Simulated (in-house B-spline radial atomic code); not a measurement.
Results of a calculation; reference values are marked as such.
## Ghost states of the separable form: Br

Br, [Ar] 3d10 4s2 4p5, non-relativistic PBE, spherical and spin-unpolarised, from a B-spline radial code for spherical atoms (atomic units; all potentials screened as in the neutral atom).

Troullier-Martins channels: 4s (ε = -0.7137, r_c = 1.713 bohr), 4p (ε = -0.2902, r_c = 1.893 bohr). In the Kleinman-Bylander form one channel serves as the local potential, and each other channel l becomes |δV u><u δV|/<u|δV|u>, with δV = V_l − V_local and u the pseudo-orbital. Its strength is E_KB = <u|δV²|u>/<u|δV|u>. By the analysis of Gonze, Stumpf and Scheffler a spurious state lies below the reference level ε if E_KB > 0 and ε is above the second level of the local potential alone, or if E_KB < 0 and ε is above its first. The table's levels are those of angular momentum l in a sphere of 9 bohr, whose wall can lift a shallow ε a little above its free-atom value.

```
local  channel   <u δV u>  <u δV² u>        ε  first local level  second local level
    p        s   0.054171    0.21196  -0.7137            -0.8283             -0.0071
    s        p  -0.015822   0.097514  -0.2901            -0.2852              0.0886
```

Q: Apply the rule to each row.

A: Local p, channel s: E_KB = +3.91, so ε = -0.7137 is set against -0.0071: no ghost. Local s, channel p: E_KB = -6.16, so ε = -0.2901 is set against -0.2852: no ghost.

Diagonalising the separable Hamiltonian gives:

| local | channel | three lowest levels | all-electron, two lowest valence levels |
| --- | --- | --- | --- |
| p | s | -0.7137, 0.0125, 0.2894 | -0.7137, 0.0126 |
| s | p | -0.2901, 0.0859, 0.3874 | -0.2901, 0.0867 |

Q: Which choices of local channel are safe?

A: All are free of ghosts. Among the safe choices the second level, which tests transfer, is off by at most 0.8 millihartree (s local), 0.1 millihartree (p local).
